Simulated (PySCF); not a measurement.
Computed shifts of a molecule CH₇GeNOSi, PBE/pcSseg-1 (PySCF), GIAO, gas phase, equivalent atoms averaged, in ppm (number of nuclei): ¹⁵N: 94.2 (1). ¹³C: 42.8 (1). ²⁹Si: -14.3 (1). ¹H: 6.97 (1), 5.27 (2), 3.93 (1), 3.76 (1), 2.09 (1), 1.77 (1). References: ¹⁷O against H2O (σ = 334.3 ppm); ⁷³Ge against GeH4 (σ = 1614.4 ppm); ¹⁵N against NH3 (σ = 267.0 ppm); ¹³C against TMS (σ = 182.0 ppm); ²⁹Si against TMS (σ = 335.4 ppm); ¹H against TMS (σ = 31.49 ppm), references at their B3LYP-D3(BJ)/def2-TZVP geometries, non-relativistic. Geometry optimised at B3LYP-D3(BJ)/def2-SVP. The values are those of a single conformer.

Question: Which molecule gave these data?
A. O[SiH2]/C=[N]/[GeH3]
B. [OH][Ge@@H]1[NH]C[SiH2]1
C. N[Si@H]1C[O][GeH2]1
D. O[Si@@H]1N[CH2][GeH2]1

Answer: B, [OH][Ge@@H]1[NH]C[SiH2]1
